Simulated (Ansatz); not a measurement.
`O[SiH](F)S[SiH2]Cl` + `Cl[SiH2][GeH3]` → `O[SiH](F)[SiH2]Cl` + `Cl[SiH2][S][GeH3]`  (redistribution)

Computed with Ansatz on PBE0-D4/def2-TZVP structures; ΔE is electronic, products minus reactants. CCSD(T)/CBS adds triple-zeta CCSD(T) − MP2 to the extrapolated MP2 energy (def2 sets, frozen cores). For Ge outer-core shells are correlated without core-valence functions, which leaves a few kJ/mol of doubt a bond. Scalar relativity is left out up to krypton. One conformer a species, not always the lowest.

```tsv
species	MP2/def2-TZVPP energy (Eh)
`O[SiH](F)S[SiH2]Cl`	-1612.98926
`Cl[SiH2][GeH3]`	-2827.35994
`O[SiH](F)[SiH2]Cl`	-1215.20075
`Cl[SiH2][S][GeH3]`	-3225.12747
```

Problem. Work out ΔE.

Solution. ΔE = (-1215.20075) + (-3225.12747) − (-1612.98926) − (-2827.35994) = 0.02098 Eh = +55.1 kJ/mol. CCSD(T)/CBS gives +53.5 kJ/mol.

Largest T1 diagnostic among the species: 0.012.

In def2-TZVPP, CCSD(T) changes the Hartree–Fock value by +3.3 kJ/mol (the triples alone add −0.0 kJ/mol) and MP2 by +6.1 kJ/mol.
